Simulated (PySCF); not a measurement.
# Calculated NMR parameters of FC(F)(F)[C@@H]1CCCCN1

* Formula: C6H10F3N
* SMILES: FC(F)(F)[C@@H]1CCCCN1
* Point group of the computed structure: C1
* Degrees of unsaturation: 1
* Carbon signals: 6
* Proton signals: 10

Mapped SMILES: `[F:1][C:2]([F:3])([F:4])[C@@H:5]1[CH2:6][CH2:7][CH2:8][CH2:9][NH:10]1`; H(Xn) means a hydrogen on atom n. Ha(C6), Ha(C7), Ha(C8), Ha(C9) are cis to C2 on the ring; Hb(C6), Hb(C7), Hb(C8), Hb(C9) are trans to C2 on the ring.

Theoretical values (PySCF 2.14.0 with density-fitted response routines): NMR shieldings at PBE0/pcSseg-1/GIAO, coordinates at the PBE0-D3(BJ)/def2-SVP level. Relativity neglected, averaged over atoms made equivalent by symmetry, fast rotation or ring inversion, no solvent model, a single conformation.

δ = σ(ref) − σ, references computed at the same level: ¹H, ¹³C against TMS; CFCl3 for ¹⁹F; ¹⁵N vs NH3.

| carbon | δC, type | δH (multiplicity) | HMBC from (2–3 bonds) | span of the C tensor (ppm) |
| --- | --- | --- | --- | --- |
| C2 | 130.9, C | – | H(C5), Hb(C6), Ha(C6) | 9 |
| C5 | 59.5, CH | 2.67 (m) | Ha(C9), Hb(C9), Ha(C7), Hb(C6), Hb(C7), Ha(C6) | 13 |
| C6 | 27.4, CH2 | Ha(C6) 1.01 (m); Hb(C6) 1.61 (m) | H(C5), Ha(C7), Hb(C7), Hb(C8), Ha(C8) | 16 |
| C7 | 26.0, CH2 | Ha(C7) 1.82 (m); Hb(C7) 1.37 (m) | Ha(C9), H(C5), Hb(C9), Hb(C6), Hb(C8), Ha(C6), Ha(C8) | 6 |
| C8 | 29.2, CH2 | Hb(C8) 1.29 (m); Ha(C8) 1.00 (m) | Ha(C9), Hb(C9), Ha(C7), Hb(C6), Hb(C7), Ha(C6) | 23 |
| C9 | 47.8, CH2 | Hb(C9) 2.48 (m); Ha(C9) 3.02 (m) | H(C5), Ha(C7), Hb(C7), Hb(C8), Ha(C8) | 36 |

Other nuclei:
```csv
atoms,nucleus,environment,δ (ppm),σ (ppm)
H(N10),¹H,hydrogen on an amine nitrogen,-0.09,31.36
F1/F3/F4,¹⁹F,fluorine of a CF3 group,-93.9,271.2
N10,¹⁵N,amine nitrogen,52.1,213.5
```

Carbon types of the structure: 1 × C, 1 × CH, 4 × CH2, leaving 1 H on heteroatoms. δC 130.9: CF3 carbon; 3 electronegative neighbours deshield it. δC 47.8: sp3 CH2 bonded to N; pulled downfield by the heteroatom. δC 29.2, 27.4, 26.0: sp3 CH2 in a ring; aliphatic region, no heteroatom directly attached. δH 3.02, 2.48: hydrogen on an sp3 CH2 bonded to N; its carbon carries N, hence the downfield position. δH 1.82, 1.61, 1.37, 1.29, 1.01, 1.00: hydrogen on an sp3 CH2 in a ring.

The OH or NH signal is concentration- and solvent-dependent in practice; the value given is the gas-phase one. Splittings by ¹⁹F in the carbon and heteronuclear signals aren't shown, as no couplings were computed. Shifts are as computed. Against solution values, carbons near 30 ppm lie about +2 ppm off and those near 130 ppm about +5 ppm. Of 1211 compounds with measured shifts, 218 miss one by over three times the rms of a fit or turn the order of signals round; such compounds aren't used in these exercises. Unscaled 19F shifts against computed CFCl3 carry errors that often reach 10 to 50 ppm. Experimental scales use liquid or dissolved standards, which lie at an offset from isolated NH3 (liquid NH3: subtract about 20 ppm). No couplings were computed; multiplicities are counted from neighbouring protons, with m where these are inequivalent, close in shift, in a saturated or five-membered ring or joined by F or P, and br s for small geminal =CH2 splittings.
